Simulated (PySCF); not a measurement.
## Polarisability and C₆ of Sb (antimony, neutral)

[Kr] 4d10 5s2 5p3, high-spin 4S determinant. All numbers are calculated (PySCF 2.14, scalar relativity by spin-free X2C-1e, in x2c-TZVPPall with one added diffuse shell each of s, p, d, f type (9s7p5d3f, 76 functions)). Coupled (time-dependent) response in atomic units; α is the mean over directions.

| method | mean α (bohr³) | C₆ (like pair) | S(−4) |
| --- | --- | --- | --- |
| UHF | 43.80 | 484.5 | 492.7 |
| PBE | 47.72 | 528.2 | 671.0 |
| PBE0 | 45.48 | 501.1 | 576.0 |
| wB97X-V | 44.55 | 488.7 | 542.3 |

S(−4) is the Cauchy moment in α(ω) = α(0) + S(−4) ω² + …

Reference α: 43 ± 2 bohr³ (recommended; Schwerdtfeger and Nagle, table of static dipole polarizabilities (2023 update)). Published C₆: 492.0 (Chu and Dalgarno (2004); Tang, Norbeck and Certain (1976)).

α(iu) at wB97X-V:

| u (hartree) | α(iu) (bohr³) |
| --- | --- |
| 0 | 44.55 |
| 0.0500 | 43.25 |
| 0.100 | 39.86 |
| 0.200 | 31.00 |
| 0.300 | 23.34 |
| 0.500 | 13.94 |
| 0.750 | 8.412 |
| 1.00 | 5.734 |
| 1.50 | 3.325 |
| 2.00 | 2.266 |
| 3.00 | 1.306 |
| 5.00 | 0.6150 |

A single London oscillator, α(iu) = α/(1 + u²/ω²), gives C₆ = (3/4) ω α². Matching the computed C₆ needs ω = 4 × 488.7 / (3 × 44.55²) = 0.328 hartree.
